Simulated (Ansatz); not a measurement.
Relaxation of CH7BFNO (12 atoms, charge 0, multiplicity 1), to a largest force component of 0.03 eV/Å in at most 50 steps.

Computed with RKS B3LYP/cc-pVDZ in Ansatz.

```xyz
12
Properties=species:S:1:pos:R:3:forces:R:3
B 0.384 0.439 -0.263 0.04 2.03 0.55
O -0.527 -0.245 2.088 0.18 0.68 0.03
H -1.488 -0.218 1.965 0.00 0.00 -0.03
F 1.494 -0.310 -0.139 -0.02 0.03 0.01
H -0.605 0.007 -0.795 0.06 0.04 -0.03
N 0.450 1.853 0.163 -0.03 -2.06 -0.65
H 1.343 2.196 0.504 0.02 0.01 0.00
C -0.522 2.877 -0.176 -0.08 -0.03 0.04
H -1.379 2.404 -0.678 -0.02 0.02 0.01
H -0.904 3.407 0.717 0.02 0.00 -0.02
H -0.114 3.638 -0.865 0.02 -0.02 0.00
H -0.267 0.700 1.970 -0.20 -0.68 0.10
```

Question: Where does it end, and by what steps?

Answer: The run converged. The force dipped under the threshold on the way, but the program's further checks kept it going. After 34 steps the energy has fallen by 0.175 eV; O2 moved furthest, 1.29 Å.

```csv
step,energy less start (eV),largest force component (eV/Å),accepted
0,0.0000,2.063,yes
2,-0.1020,0.900,yes
4,-0.1245,0.187,yes
6,-0.1295,0.053,yes
8,-0.1303,0.024,yes
10,-0.1296,0.286,no
12,-0.1330,0.135,yes
14,-0.1356,0.384,yes
16,-0.1515,0.403,yes
18,-0.1553,0.310,no
20,-0.1611,0.203,no
22,-0.1683,0.037,yes
24,-0.1686,0.444,no
26,-0.1731,0.054,yes
28,-0.1743,0.075,yes
30,-0.1749,0.050,yes
32,-0.1751,0.045,yes
34,-0.1752,0.025,yes
```

```xyz
12
Properties=species:S:1:pos:R:3
B 0.669 0.474 -0.750
O -0.959 0.821 2.671
H -1.731 0.346 2.327
F 1.814 -0.240 -0.656
H -0.217 0.081 -1.465
N 0.538 1.643 0.001
H 1.331 1.956 0.556
C -0.592 2.565 -0.027
H -1.341 2.190 -0.740
H -1.061 2.637 0.967
H -0.282 3.571 -0.355
H -0.305 0.703 1.963
```

Whether the end is a true minimum wasn't checked by a vibrational analysis.

The run took 110 s on 2 threads of Arm Neoverse V2, on a shared host, peak memory 0.21 GiB.
